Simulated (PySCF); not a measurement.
C3HCl2F, SMILES C(=C=CF)(Cl)Cl. Atoms are numbered in the order given.

```xyz
7

F     -3.0793    -0.4840     0.0000
C     -2.1588     0.4715     0.0000
C     -0.8715     0.2367     0.0000
C      0.4240     0.0689     0.0000
Cl     1.3513    -0.0525    -1.4516
Cl     1.3513    -0.0525     1.4516
H     -2.5918     1.4786     0.0000
```
Charge 0, spin multiplicity 1.

Geometry: PBE0-D3(BJ)/def2-SVP.

All values below come from HF/pcSseg-1 in PySCF.

GIAO shieldings, no solvent; atoms alike by connectivity are averaged. δ = σ(ref) − σ: ¹⁹F against CFCl3 (σ = 238.5 ppm); ¹³C against TMS (σ = 192.6 ppm); ³⁵Cl against HCl (σ = 958.2 ppm); ¹H against TMS (σ = 31.99 ppm), references at their B3LYP-D3(BJ)/def2-TZVP geometries, non-relativistic (without spin–orbit terms, shifts of atoms bonded to Cl or Br come out too high).

| atoms | nucleus | count | δ (ppm) |
|---|---|---|---|
| F1 | ¹⁹F | 1 | -128.0 |
| C3 | ¹³C | 1 | ? |
| C2 | ¹³C | 1 | ? |
| C4 | ¹³C | 1 | 118.5 |
| Cl5, Cl6 | ³⁵Cl | 2 | 278.1 |
| H7 | ¹H | 1 | ? |

Task: What belongs in the gaps? (The exact figures need the calculation; the answer reports its results.)

Result: 
- H7, δ (ppm): 7.70
- C2, δ (ppm): 135.6
- C3, δ (ppm): 207.4
